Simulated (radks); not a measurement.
Results of a calculation; reference values are marked as such.
Ionisation ladder of thulium, from Tm LXVII to Tm LXIX. Each ion is in the ground configuration listed by NIST, and IE = E(next ion) - E(this ion), with E = 0 for the bare nucleus. Code: a radial shooting solver on a logarithmic mesh with Libxc functionals. Model: Dirac Kohn-Sham, exchange-only PBE, spin-unpolarised, spherical densities, finite nucleus; Fermi nuclear charge, rms radius 5.2256 fm.

| species | configuration | IE, Delta-SCF (eV) | <r> HOMO (bohr) | IE, NIST (eV) | kind | error (eV) |
|---|---|---|---|---|---|---|
| Tm LXVII | [He] 2s1 | 16831.9 | 0.0801 | 16814.3 | theory | +17.5 |
| Tm LXVIII | [He] | 68288 | 0.0199 | 67965.3 | theory | +322.7 |
| Tm LXIX | 1s1 | 69372 | 0.0198 | 69387.5 | theory | -15.7 |

Reference values: NIST Atomic Spectra Database (exp. = measured, semi-emp. = semi-empirical, theory = theoretical value adopted there). The ionisation energy per charge of the ion left behind rises most, in proportion, at Tm LXVIII ([He]), from 251.22 to 1004.2 eV. Spin polarisation and multiplet splitting are left out, so open shells lie too high by an amount that depends on their filling.

Beside tabulated values, note that spin-unpolarised runs miss the spin-polarisation part of the exchange energy of open shells.
